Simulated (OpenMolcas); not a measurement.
## Multiplet structure of Ga-

| Item | Value |
| --- | --- |
| Program | OpenMolcas 26.06 |
| Method | CASSCF |
| Basis | ANO-RCC-VQZP [7s6p4d2f1g] |
| Scalar Hamiltonian | DKH2, point nucleus |
| Active space | 4 electrons in 4 orbitals (4s 4p) |
| State averaging | 2S+1 = 3 even, 3 roots; 2S+1 = 1 even, 6 roots; 2S+1 = 5 odd, 1 root; 2S+1 = 3 odd, 5 roots (0 in the spin-orbit step) |
| Spin-orbit coupling | RASSI with atomic mean-field integrals over the reference wave functions, term energies averaged over their components |

Spin-free terms above the lowest, with the occupations of the reference:

| Configuration | Term | E (cm⁻¹) | Occupations |
| --- | --- | --- | --- |
| 4s² 4p² | ³P | 0.0 | 4s 1.98 4p 2.02 |

With spin-orbit coupling, above the lowest level:

```tsv
Configuration	Term	J	E (cm⁻¹)	Term weight %
4s² 4p²	³P	0	0.0	100
4s² 4p²	³P	1	174	100
4s² 4p²	³P	2	481	100
```

Spin-orbit coupling puts the lowest level 332 cm⁻¹ below the lowest spin-free term.

For ³P the intervals divided by the larger J are 174.1, 153.6 cm-1. Landé's interval rule makes them equal in pure LS coupling; they differ by 12 % of their mean. The multiplet is regular.

Some high roots are left out of the spin-orbit mixing, which shifts the levels that they would mix with. Without dynamic correlation excited terms often stand tens of per cent too high (terms of higher spin than the ground term too low), and those without a measured partner can miss by more than the paired ones. No diffuse functions were added, so excited terms of the anion can stand markedly too high. Only configurations of the active space appear. The first state left out of the spin-orbit step lies near 42000 cm-1 above the lowest spin-free state of the reference (among the parities and spins computed), and the list stops at four fifths of that energy or lower. Levels above the detachment limit are left out.

The term weight is that of the spin-free term in the level, not the purity of its configuration.
